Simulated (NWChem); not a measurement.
Species: C$_{4}$H$_{3}$N; SMILES C#CCC#N

Give the equilibrium geometry at PBE0/def2-SVP (NWChem) as a list of bonds and angles, with the point group.

point group Cs; any orientation.
Bonded distances (Å): C1–C2 1.208, C1–H6 1.075, C2–C3 1.460, C3–C4 1.464, C3–H7 1.104, C3–H8 1.104, C4–N5 1.156. Bond angles (°): C2–C1–H6 179.7, C1–C2–C3 179.4, C2–C3–C4 113.6, C2–C3–H7 110.1, C2–C3–H8 110.1, C4–C3–H7 108.2, C4–C3–H8 108.2, H7–C3–H8 106.3, C3–C4–N5 179.1.
